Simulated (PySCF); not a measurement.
System: difluoro(dimethyl)silane, C₂H₆F₂Si (charge 0, singlet). SMILES: C[Si](C)(F)F
Geometry: optimised at B3LYP-D3(BJ)/def2-TZVP (Ansatz).

Dispersion corrections to the total energy (kcal/mol) from the dftd3 and dftd4 libraries through PySCF: D3(BJ) without and D4 with the three-body term, each with the damping fitted for the functional named.

```json
[
 {"functional": "TPSSh", "D3(BJ)": "-5.38", "D4": "-5.81"},
 {"functional": "BP86", "D3(BJ)": "-7.44", "D4": "-6.29"},
 {"functional": "B2PLYP", "D3(BJ)": "-3.82", "D4": "-3.30"},
 {"functional": "B3LYP", "D3(BJ)": "(withheld)", "D4": "-7.63"},
 {"functional": "LC-wPBE", "D3(BJ)": "-4.39", "D4": "-5.27"},
 {"functional": "r2SCAN", "D3(BJ)": "(withheld)", "D4": "-1.17"},
 {"functional": "BLYP", "D3(BJ)": "-9.94", "D4": "(withheld)"}
]
```

Some entries are withheld; supply them.


- B3LYP, D3(BJ): -8.15
- r2SCAN, D3(BJ): -1.29
- BLYP, D4: -10.52
